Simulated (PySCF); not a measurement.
PySCF job for AlO₃, SMILES [O]1[Al]([O])[O]1, multiplicity 2, B3LYP-D3(BJ)/def2-TZVP. Coordinates come from a B3LYP-D3(BJ)/def2-TZVP optimisation.

```python
import numpy as np
from pyscf import gto, scf, dft, df
from pyscf.hessian import thermo

mol = gto.M(
    atom='''
    Al   -0.00000000   -0.00000000    0.39279714
    O     0.00000000   -0.00000000    1.98911730
    O     0.00000000    0.68334673   -1.31370632
    O     0.00000000   -0.68334673   -1.31370632
    ''',
    basis='def2-TZVP',
    charge=0,
    spin=1,
    max_memory=1600,
    verbose=3,
)
mf = dft.UKS(mol, xc='b3lyp').density_fit(auxbasis='def2-universal-jkfit')
mf.disp = 'd3bj'
mf.grids.level = 3
mf.conv_tol = 1e-11
mf.max_cycle = 100
mf.kernel()
fine, coarse = mf.grids, dft.Grids(mol).set(level=1).build(with_non0tab=True)
for _ in range(3):  # follow internal instabilities
    mf.grids = coarse
    mo, _, stable, _ = mf.stability(return_status=True, nroots=4)
    mf.grids = fine
    if stable:
        break
    mf.kernel(mf.make_rdm1(mo, mf.mo_occ))

# analytic Hessian; the response equations are solved on a coarser grid
h, args, fine = mf.Hessian(), (mf.mo_energy, mf.mo_coeff, mf.mo_occ), mf.grids
h.max_memory = max(150, 2.5e-5 * df.make_auxmol(mol, mf.with_df.auxbasis).nao * mol.nelec[0] * (mol.nelec[0] + mol.nao))  # MB; small integral blocks
h1ao = h.make_h1(mf.mo_coeff, mf.mo_occ)
mf.grids = dft.Grids(mol).set(level=1).build(with_non0tab=True)
mo1, mo_e1 = h.solve_mo1(*args, h1ao)
mf.grids = fine
hess = h.hess_elec(*args, mo1, mo_e1, h1ao) + h.hess_nuc()
if mf.do_disp():
    hess += h.get_dispersion()
for i in range(mol.natm):  # the analytic DFT Hessian lacks the response of the grid: restore translational invariance
    hess[i, i] -= hess[i].sum(axis=0)
hess = (hess + hess.transpose(1, 0, 3, 2)) / 2
vib = thermo.harmonic_analysis(mol, hess, imaginary_freq=False)
thermo.dump_normal_mode(mol, vib)
th = thermo.thermo(mf, vib['freq_au'][vib['freq_au'] > 0], 298.15, 101325)
thermo.dump_thermo(mol, th)
g0 = mf.nuc_grad_method().set(verbose=0).kernel()

# dipole derivatives [dipole axis, atom, xyz] from the same response
r, irp = mol.intor('int1e_r'), mol.intor('int1e_irp').reshape(3, 3, mol.nao, mol.nao)
sl, dm0, ok = mol.aoslice_by_atom(), np.array(mf.make_rdm1()), []
dmu = np.einsum('a,xt->xat', mol.atom_charges(), np.eye(3))
for a, (_, _, p0, p1) in enumerate(sl):
    dmu[:, a] += 2 * np.einsum('xtij,ij->xt', irp[:, :, :, p0:p1], dm0.reshape(-1, mol.nao, mol.nao).sum(0)[:, p0:p1])
    for u, c, occ, f in zip(mo1, mf.mo_coeff, mf.mo_occ, (2, 2)):
        dmu[:, a] -= f * np.einsum('tui,xuv,vi->xt', u[a], r, c[:, occ > 0], optimize=True)
L = vib['norm_mode']
ir = 974.8801 * (np.einsum('xat,kat->kx', dmu, L) ** 2).sum(1)       # km/mol
apt = np.einsum('xax->a', dmu) / 3
print('mode   freq/cm-1   IR/(km/mol)')
for k, w in enumerate(vib['freq_wavenumber']):
    print(f'{k + 1:4d} {w:11.2f} {ir[k]:13.3f}')
print('max |gradient| / (hartree/bohr):', abs(g0).max())
print('APT charges:', apt.round(4))
```

Output:

```

WARN: HOMO -0.32058696241557 >= LUMO -0.320586962415574

converged SCF energy = -468.135628892551  <S^2> = 0.75652276  2S+1 = 2.0065122
<class 'pyscf.df.df_jk.DFUKS'> wavefunction is stable in the internal stability analysis

WARN: DFTD3 does not support analytical Hessian, using finite difference


WARN: Mole.unit (angstrom) is changed to Bohr

Mode                                 0                   1                   2
Irrep
Freq [cm^-1]                      187.9069            190.8160            463.5308
Reduced mass [au]                  21.2502             19.8184             16.9454
Force const [Dyne/A]                0.4421              0.4252              2.1452
Char temp [K]                     270.3562            274.5417            666.9176
Normal mode                   x     y     z       x     y     z       x     y     z
       0  Al                -0.15  0.00  0.00    0.00  0.13 -0.00    0.00  0.07  0.00
       1   O                 0.13 -0.00  0.00   -0.00 -0.14 -0.00   -0.00  0.00  0.00
       2   O                 0.06 -0.00 -0.00   -0.00 -0.04 -0.07   -0.00 -0.06  0.15
       3   O                 0.06 -0.00  0.00   -0.00 -0.04  0.07   -0.00 -0.06 -0.15
Mode                                 3                   4                   5
Irrep
Freq [cm^-1]                      562.4901           1111.9877           1161.4314
Reduced mass [au]                  17.1081             17.3584             18.1276
Force const [Dyne/A]                3.1892             12.6462             14.4071
Char temp [K]                     809.2980           1599.9027           1671.0412
Normal mode                   x     y     z       x     y     z       x     y     z
       0  Al                -0.00  0.00 -0.08   -0.00  0.00 -0.08   -0.00  0.00  0.10
       1   O                 0.00  0.00 -0.13    0.00  0.00  0.13    0.00  0.00 -0.12
       2   O                 0.00  0.01  0.13    0.00  0.13  0.01    0.00  0.12 -0.02
       3   O                 0.00 -0.01  0.13    0.00 -0.13  0.01    0.00 -0.12 -0.02
temperature 298.1500 [K]
pressure 101325.00 [Pa]
Rotational constants [GHz] 33.82300 4.11931 3.67209
Symmetry number 2
Zero-point energy (ZPE) 0.00838 [Eh]   22000.300 [J/mol]
                           tot       elec      trans        rot        vib
Entropy [J/mol/K]       287.300      5.763    162.589     94.468     24.480
Cv [J/mol/K]             52.783      0.000     12.472     12.472     27.839
Cp [J/mol/K]             61.097      0.000     20.786     12.472     27.839
Internal energy [J/mol]                      3718.434   3718.434  26287.385
Internal energy [Eh]   -468.12278  -468.13563
Enthalpy [J/mol]                             6197.391   3718.434  26287.385
Enthalpy [Eh]          -468.12184
Gibbs free energy [J/mol]                  -42278.408 -24447.186  18988.650
Gibbs free energy [Eh] -468.15447
mode   freq/cm-1   IR/(km/mol)
   1      187.91        82.393
   2      190.82        63.640
   3      463.53         2.544
   4      562.49        34.211
   5     1111.99        50.026
   6     1161.43        55.137
max |gradient| / (hartree/bohr): 2.941335511744238e-05
APT charges: [ 1.2072 -0.7115 -0.2478 -0.2478]
```

Self-consistency was reached.

Cost: around 90 core-seconds (rough).
